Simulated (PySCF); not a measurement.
C4H5FSi.

```xyz
11

C     -1.0204    -2.6712     0.0000
C      0.0134    -2.0398     0.0000
C      1.2074    -1.2347     0.0000
C      1.1512     0.1088     0.0000
Si    -0.4793     1.0238     0.0000
F     -0.1321     2.6192     0.0000
H     -1.9342    -3.2399     0.0000
H      2.1641    -1.7711     0.0000
H      2.0942     0.6688     0.0000
H     -1.2676     0.7286     1.2244
H     -1.2676     0.7286    -1.2244
```

Coordinates come from a ωB97X-D3(BJ)/def2-SVP optimisation. The structure was generated by enumeration; whether it is a known compound was not checked. The values are those of a single conformer.

Computed with PySCF with PBE/pcSseg-1. Non-relativistic, no solvent.

Q: Give the absolute GIAO shielding of each atom: isotropic value and principal components (ppm). (Estimate from the structure and the level; the computed values follow.)

A: 
```
atom  σ(iso)    σ11    σ22    σ33   span
----  ------  -----  -----  -----  -----
C1      88.2   33.6   43.0  187.9  154.3
C2      93.8   -4.2    0.6  284.9  289.1
C3      47.3  -64.6   53.9  152.6  217.1
C4      31.6  -89.9   29.6  155.1  244.9
Si5    340.0  291.0  305.1  423.9  132.9
F6     387.8  372.3  380.0  411.2   38.9
H7      27.9   24.4   24.8   34.4    9.9
H8      24.8   22.1   25.2   27.2    5.1
H9      24.7   21.8   25.1   27.2    5.4
H10     25.5   22.0   25.6   29.0    7.0
H11     25.5   22.0   25.6   29.0    7.0
```
